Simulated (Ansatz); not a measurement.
CH₅ClFGaSi, SMILES `C[SiH2][Ga]([F])[Cl]`. The species carries charge 0 and has multiplicity 1. Geometry: relaxed with PBE0-D4/def2-TZVP. It is one conformer, not always the lowest.

```xyz
10

C     0.257   -1.526   -0.575
Si   -0.712    0.066   -0.424
Ga    0.386    1.621    1.033
F     1.902    1.221    1.827
Cl   -0.263    3.594    1.556
H     0.370   -2.006    0.399
H    -0.259   -2.220   -1.243
H     1.254   -1.338   -0.977
H    -0.865    0.749   -1.737
H    -2.069   -0.161    0.141
```

Question: What is the dipole moment at ωB97M-V/def2-TZVPP? (Best estimate.)

Answer: Computed: 3.85 D, with components (-1.35, -2.83, -2.24) D in this frame, pointing from negative to positive charge.

Question: And with PBE, r2SCAN, B3LYP? (Estimate.)

Answer: Ansatz gave: PBE 3.76 D, r2SCAN 3.85 D, B3LYP 3.87 D.

Question: Give the Mulliken charges with ωB97M-V, r2SCAN, PBE in def2-TZVPP. (Best estimate.)

Answer: The calculation gave: 
```json
{"atom": "C1", "ωB97M-V": "-0.42", "r2SCAN": "-0.28", "PBE": "-0.35"}
{"atom": "Si2", "ωB97M-V": "0.07", "r2SCAN": "0.12", "PBE": "0.07"}
{"atom": "Ga3", "ωB97M-V": "0.61", "r2SCAN": "0.65", "PBE": "0.57"}
{"atom": "F4", "ωB97M-V": "-0.38", "r2SCAN": "-0.38", "PBE": "-0.34"}
{"atom": "Cl5", "ωB97M-V": "-0.26", "r2SCAN": "-0.28", "PBE": "-0.25"}
{"atom": "H6", "ωB97M-V": "0.13", "r2SCAN": "0.09", "PBE": "0.12"}
{"atom": "H7", "ωB97M-V": "0.13", "r2SCAN": "0.08", "PBE": "0.12"}
{"atom": "H8", "ωB97M-V": "0.13", "r2SCAN": "0.09", "PBE": "0.12"}
{"atom": "H9", "ωB97M-V": "0.00", "r2SCAN": "-0.05", "PBE": "-0.03"}
{"atom": "H10", "ωB97M-V": "0.00", "r2SCAN": "-0.05", "PBE": "-0.03"}
```

B3LYP here is the variant with VWN-RPA as its local correlation; programs differ in this.
